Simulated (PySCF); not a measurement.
Geometries of 2 isomers of C3H5BOSe, from PySCF 2.14.0, PBE0-D3(BJ)/def2-SVP geometry optimisation, gas phase. One conformer each, no zero-point energy, no frequencies.

Question: Which isomer lies lower at this level?
A.
```xyz
11
angstrom
B      1.850    0.609   -0.133
O      1.259   -0.597   -0.307
C     -0.086   -0.805   -0.053
C     -1.099    0.205   -0.509
C     -1.779    0.462    0.616
Se    -0.754   -0.568    1.850
H      1.212    1.555    0.266
H      3.023    0.664   -0.412
H     -0.336   -1.836   -0.346
H     -1.267    0.550   -1.533
H     -2.682    1.043    0.814
```
B.
```xyz
11
angstrom
B      0.152    1.284   -0.371
C      1.276    0.339    0.120
C      1.149   -1.003    0.022
Se    -0.479   -1.872   -0.348
C     -1.538   -0.314    0.176
O     -1.143    0.869   -0.448
H      0.369    2.393   -0.801
H      2.277    0.725    0.341
H      2.000   -1.688    0.117
H     -1.445   -0.222    1.271
H     -2.581   -0.537   -0.090
```

Answer: B. That is `B1C=C[Se]CO1`, 33.2 kcal/mol below the other.

```tsv
SMILES	atoms numbered as above	E (Eh)	relative (kcal/mol)	relative (kJ/mol)	dipole (D)
B1C=C[Se]CO1	[BH:1]1[CH:2]=[CH:3][Se:4][CH2:5][O:6]1	-2617.98596	0.0	0.0	1.56
BO[C@@H]1C=C[Se]1	[BH2:1][O:2][C@@H:3]1[CH:4]=[CH:5][Se:6]1	-2617.93311	33.2	138.8	1.72
```

As drawn, the higher has a four-membered ring, which the lower lacks.
